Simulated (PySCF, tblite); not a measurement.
Isomers of C4H8F2SSi. Level: GFN2-xTB in tblite, geometry and Hessian alike; calculated harmonic values, unscaled, isolated species. This tight-binding method is rough: wavenumbers can miss measured ones by several per cent, in bad cases by 10 to 20. Modes of hydrogen on silicon can be 10 to 20 % off. One conformer each.

Electronic energies: PBE0/pcSseg-1 single points on the GFN2-xTB geometries (PySCF, gas phase).

```
                      SMILES  electronic energy, lowest = 0 (kJ/mol)
F[C@@H]1CS[C@@](F)([SiH3])C1                                    87.7
     C=C(C)S[C@@H](F)[SiH2]F                                     0.0
    C[C@@](F)([SiH3])C(=S)CF                                   162.2
```

Question: How do GFN2-xTB zero-point energies change the relative energies?

Answer: 
```tsv
SMILES	ZPE (kJ/mol)	of it from modes above 1550 cm⁻¹	electronic (kJ/mol)	with ZPE, lowest = 0 (kJ/mol)	lowest mode (cm⁻¹)	rings
C=C(C)S[C@@H](F)[SiH2]F	284.5	147.9	0.0	0.0	36	0
F[C@@H]1CS[C@@](F)([SiH3])C1	284.4	130.6	87.7	87.6	44	1
C[C@@](F)([SiH3])C(=S)CF	279.1	131.5	162.2	156.8	51	0
```

The zero-point energies span 5.4 kJ/mol, from `C[C@@](F)([SiH3])C(=S)CF` to `C=C(C)S[C@@H](F)[SiH2]F`. The order is unchanged.

Question: And how do the electronic energies of GFN2-xTB itself compare?

Answer: `C=C(C)S[C@@H](F)[SiH2]F` 0.0; `F[C@@H]1CS[C@@](F)([SiH3])C1` 60.5; `C[C@@](F)([SiH3])C(=S)CF` 128.9 kJ/mol, lowest = 0. Against the energies above, taken from the same isomer `C=C(C)S[C@@H](F)[SiH2]F`, the largest difference is 33.3 kJ/mol.

Question: What do entropy and thermal enthalpy add at 298.15 K and 1 bar (rigid rotor, harmonic oscillator, one conformer each)?

Answer: 
```csv
SMILES,point group,symmetry number,S (J/(mol K)),H − H(0) (kJ/mol),ZPE + H − H(0) − TS (kJ/mol)
C=C(C)S[C@@H](F)[SiH2]F,C1,1,439.3,31.47,185.0
F[C@@H]1CS[C@@](F)([SiH3])C1,C1,1,405.2,27.84,191.4
C[C@@](F)([SiH3])C(=S)CF,C1,1,432.8,31.35,181.4
```
